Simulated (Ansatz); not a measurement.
CH9BSSi2 can be A, `BC[SiH2]S[SiH3]`, or B, `B[SiH2]CS[SiH3]`.

Program: Ansatz. Geometries: PBE0-D4/def2-TZVP. ΔE: electronic, gas phase. CCSD(T)/CBS is the MP2 limit (def2-TZVPP, def2-QZVPP) plus CCSD(T) − MP2 in def2-TZVPP, frozen cores. Functionals use def2-TZVPP. B3LYP here is the variant with VWN-RPA as its local correlation; programs differ in this. One conformer a species, not always the lowest.

(1) Which is lower in electronic energy at CCSD(T)/CBS, and by how much? (Best estimate.)

(2) Give E(B) − E(A) in kJ/mol with HF/def2-TZVPP, B2PLYP, PBE-D4, PBE0-D4, CCSD/def2-TZVPP, B3LYP, CCSD(T)/def2-TZVPP. (An estimate is asked.)

Largest T1 diagnostic: 0.012.

## Answers

(1) Ansatz gave: A, by 172.0 kJ/mol.

(2) Computed: HF/def2-TZVPP 158.4, B2PLYP 168.2, PBE-D4 169.6, PBE0-D4 173.7, CCSD/def2-TZVPP 167.7, B3LYP 160.2, CCSD(T)/def2-TZVPP 170.2. None reverses the order clearly.

The D4 term adds +8.1 kJ/mol with B3LYP and +4.2 kJ/mol with PBE0; it sums over pairs of atoms, weighted by their polarisabilities, and B3LYP, whose exchange is more repulsive, gets the larger term. From PBE to PBE0 (25 % exact exchange), in def2-TZVPP and without D4, E(B) − E(A) moves by +4.8 kJ/mol.
